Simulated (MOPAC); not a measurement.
MOPAC input (PM7):

```
PM7 FORCE THERMO(298,298) PRECISE LET CHARGE=1 GEO-OK AUX(PRECISION=9) THREADS=1
HSi

Si    0.00000000 1    0.00000000 1   -0.07555816 1
H     0.00000000 1    0.00000000 1    1.38848962 1
```

**Question.** Which zero-point energy does it print?

**Answer.** 3.14 kcal/mol, from the harmonic wavenumbers of PM7.
